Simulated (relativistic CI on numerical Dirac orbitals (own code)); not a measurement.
Calculated at this level of theory: Dirac-Coulomb-Breit CI, separate exchange-only KLI orbitals for each configuration, model QED, unscaled Slater integrals (own radial code, finite nucleus).

Configuration list: 1s2, 1s 2s, 1s 2p, 1s 3s, 1s 3p, 1s 3d, 1s 4s, 1s 4p, 1s 4d, 1s 4f, 1s 5s, 1s 5p, 1s 5d, 1s 5f, 1s 5g, 1s 6s, 1s 6p, 1s 6d. Levels of other configurations are missing.

At this charge energies of transitions that change n are usually good to better than 1 %, and those within a shell (Δn = 0) to a few per cent.

Outline of the computed level scheme of Fe XXV. Lowest level of each configuration: 1s2 1S_0 at 0.00 eV; 1s 2s 3S_1 at 6635.17 eV; 1s 2p 3P°_0 at 6664.21 eV; 1s 3s 3S_1 at 7861.79 eV; 1s 3p 3P°_0 at 7869.81 eV; 1s 3d 3D_2 at 7879.02 eV; 1s 4s 3S_1 at 8286.55 eV; 1s 4p 3P°_0 at 8289.86 eV; 1s 4d 3D_2 at 8293.70 eV.

Some strong electric-dipole decays among the lowest 27 levels: 1s 2p 1P°_1 → 1s2 1S_0 (4.7e+14 s⁻¹); 1s 3p 1P°_1 → 1s2 1S_0 (1.3e+14 s⁻¹); 1s 4p 1P°_1 → 1s2 1S_0 (5.4e+13 s⁻¹); 1s 2p 3P°_1 → 1s2 1S_0 (4.4e+13 s⁻¹); 1s 3d 3D_3 → 1s 2p 3P°_2 (2.6e+13 s⁻¹); 1s 3d 1D_2 → 1s 2p 1P°_1 (2.2e+13 s⁻¹); 1s 3d 3D_2 → 1s 2p 3P°_1 (1.8e+13 s⁻¹); 1s 3d 3D_1 → 1s 2p 3P°_0 (1.4e+13 s⁻¹).

LS names give the leading component of a level, which can be under half, so a name can repeat, a term be missing and a line seem to break the LS rules.
